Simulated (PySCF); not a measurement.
Be(Et)(NH2) (C₂H₇BeN), SMILES [Be]([NH2])[CH2]C.

Coordinates come from a PBE0-D3(BJ)/def2-SVP optimisation. One conformer was computed; it need not be the lowest.

Method: PBE0/def2-TZVPD in PySCF.

The molecule is in vacuum.

total energy: -149.82239 hartree
point group: Cs
highest occupied level: -7.24 eV
lowest empty level: -0.13 eV
orbital gap: 7.10 eV
dipole moment: 0.99 D
quadrupole, principal values (traceless, Buckingham form, about the centre of nuclear charge): -3.90, 0.81, 3.08 D·Å
mean static polarisability: 51.6 bohr³ (7.64 Å³)
polarisability, principal values: 44.6, 49.5, 60.7 bohr³
